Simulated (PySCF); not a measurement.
Gas-phase reaction: H3SiGeH3 → GeH2 + SiH + 3 H, at 1200 K and a standard pressure of 1 bar. Level: CCSD(T)/def2-SVP†.

Computed with PySCF and rigid-rotor harmonic-oscillator thermochemistry at 1 bar. † marks an energy on the PBE0/def2-TZVP geometry and frequencies. CCSD(T) freezes the core. Open shells (unrestricted): SiH (multiplicity 2, electronic degeneracy 4), H (multiplicity 2); the rest are closed-shell singlets. Spin-orbit splitting is ignored; it lowers the true energy and changes the entropy of SiH. Ge: all electrons, no relativistic terms. GeH2: computed as isolated molecules; such fragments, hydroxides, amides, oligomers or adducts are transient or little studied in the gas. CCSD(T) isn't extrapolated to the basis-set limit; its ΔH°(298 K) is 1112.7 kJ in def2-SVP and 1160.6 kJ in def2-TZVPP. The harmonic model lacks anharmonicity and excited electronic states, which grow with temperature; levels with a mode under 35 cm⁻¹ are left out. Internal rotation in H3SiGeH3 is treated as a harmonic vibration of one conformer, which makes the entropy rough.

```
species        E (Ha)  H(1200 K) − E (kJ/mol)  S°(1200 K) (J/mol/K)
--------  -----------  ----------------------  --------------------
H3SiGeH3  -2367.81710                   257.3                 460.9
GeH2      -2076.44889                    79.1                 279.9
SiH        -289.42265                    49.4                 241.7
H            -0.49928                    24.9                 143.7
```
E: electronic energy; H − E holds the zero-point and thermal terms. 1 Ha = 2625.5 kJ/mol.

Q: Work out ΔH°, ΔS°, ΔG° and log10 K from these numbers.

A: 1. ΔE = 1×(-2076.44889) + 1×(-289.42265) + 3×(-0.49928) − 1×(-2367.81710) = 0.44772 Ha = 1175.5 kJ.
2. Δ(H − E) = 1×(79.1) + 1×(49.4) + 3×(24.9) − 1×(257.3) = -54.1 kJ, so ΔH° = 1121.4 kJ.
3. ΔS° = 1×(279.9) + 1×(241.7) + 3×(143.7) − 1×(460.9) = 491.8 J/K; the number of gas molecules changes by +4.
4. ΔG° = ΔH° − TΔS° = 1121.4 − 1200×(491.8)/1000 = 531.2 kJ.
5. log10 K = −ΔG°/(RT ln 10) = -23.13, with RT ln 10 = 22.97 kJ/mol; at standard pressures the reactants are favoured.
6. A shift of 10 kJ in ΔE would move log10 K by 0.44 here.
For scale, ΔH°(298 K) is 1113 kJ at this level, 1157 kJ at ωB97M-V/def2-TZVP†, and runs from 927 to 1282 kJ over the 20 levels computed.
